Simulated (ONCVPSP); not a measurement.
Configuration tests for B (Z = 5) (ONCV)

boron, optimised norm-conserving Vanderbilt (ONCV), made with ONCVPSP 4.0.1 (PBE, scalar-relativistic). Core [He], reference 2s2 2p1. Waves: 2s: rc 1.35 bohr, ncon 3, nbas 7, qcut 5.8 1/bohr, 2 projectors, debl 2.1 Ha; 2p: rc 3.15 bohr, ncon 4, nbas 7, qcut 4.3 1/bohr, 3 projectors, debl 0.3 Ha; d scattering state at 0.22 Ha: rc 3.30 bohr, ncon 4, nbas 8, qcut 2.6 1/bohr, 2 projectors, debl 3.9 Ha. Local part: polynomial inside 1.35 bohr (lpopt 5, dvloc0 0 Ha). Core correction: none.

Energies are relative to the spin-unpolarised reference configuration 2s2 2p1; without spin polarisation the order of configurations can differ from experiment.

```tsv
valence configuration	charge	ΔE all-electron (eV)	error AE − PS (meV)
2s2 2p0.5	+0.5	2.887	+16
2s1 2p2	0	5.851	-19
```

(1) What are ΔE and the potential's error for 2s1 2p0?

(2) What are ΔE and the potential's error for 2s2 2p0?

Levels in the configuration 2s1 2p0:

```tsv
level	all-electron (eV)	pseudo (eV)
2s	-31.475	-31.169
```

Results:

(1) ΔE = 33.642 eV all-electron; the error (AE − PS) is +329 meV.

(2) ΔE = 8.219 eV all-electron; the error (AE − PS) is +104 meV.
